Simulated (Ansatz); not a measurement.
`O[SiH](F)[AlH2]` + `[SH][SnH3]` → `[AlH2][S][SnH3]` + `O[SiH2]F`  (cleavage of the Al–Si bond)

Computed with Ansatz on PBE0-D4/def2-TZVP structures; ΔE is electronic, products minus reactants. CCSD(T)/CBS adds triple-zeta CCSD(T) − MP2 to the extrapolated MP2 energy (def2 sets, frozen cores). DFT in def2-TZVPP. B3LYP here is the variant with VWN-RPA as its local correlation; programs differ in this. Elements past krypton have def2 core potentials. For Sn outer-core shells are correlated without core-valence functions, which leaves a few kJ/mol of doubt a bond. One conformer a species, not always the lowest.

`O[SiH](F)[AlH2]`:

```xyz
8

O    -0.759   -0.666   -1.464
Si    0.273    0.332   -0.659
F     1.789    0.016   -1.100
Al   -0.073   -0.186    1.733
H    -0.896   -0.524   -2.403
H     0.055    1.737   -1.115
H     0.553   -1.497    2.370
H    -0.942    0.789    2.638
```

`[SH][SnH3]`:

```xyz
6

S     1.513    0.905    0.598
Sn   -0.440   -0.396    0.069
H     1.516    1.552   -0.580
H    -0.136   -1.336   -1.321
H    -1.761    0.647   -0.204
H    -0.692   -1.373    1.438
```

`[AlH2][S][SnH3]`:

Z-matrix (Å, degrees):
```
Sn
S 1 2.412
H 1 1.703 2 105.1
H 1 1.704 2 109.1 3 -119.4
H 1 1.704 2 109.1 3 119.4
Al 2 2.170 1 98.8 3 -179.7
H 6 1.579 2 118.1 1 180.0
H 6 1.586 2 118.5 1 -0.0
```

`O[SiH2]F`:

Cartesian coordinates in Å:
```
O -0.330 -1.199 -0.272
Si 0.255 0.300 -0.012
F 0.321 0.624 1.550
H -1.260 -1.369 -0.118
H 1.631 0.305 -0.542
H -0.617 1.339 -0.607
```

```tsv
level	ΔE (kJ/mol)
r2SCAN-D4	-148.4
B2PLYP	-146.7
B3LYP	-137.5
r2SCAN0	-149.9
LC-ωPBE	-138.6
SCS-MP2/def2-TZVPP	-155.4
HF/def2-QZVPP	-151.1
CCSD/CBS(def2)	-148.9
```

(1) What does CCSD(T)/CBS give? (Best estimate.)

Largest T1 diagnostic among the species: 0.013.

Answers

(1) The calculation gave: -150.3 kJ/mol. The listed levels differ from it by 1.9, 3.6, 12.8, 0.4, 11.7, -5.1, -0.8, 1.4 kJ/mol.

Leaving LDA and LC-ωPBE aside and taking each functional with its dispersion term where it has one, the values, not all of them listed here, spread over 20.0 kJ/mol, from r2SCAN0-D4 to revPBE-D4. LDA lies −4.4 kJ/mol from PBE without D4. The D4 term adds −3.0 kJ/mol with B3LYP and −1.6 kJ/mol with PBE0; it sums over pairs of atoms, weighted by their polarisabilities, and B3LYP, whose exchange is more repulsive, gets the larger term.
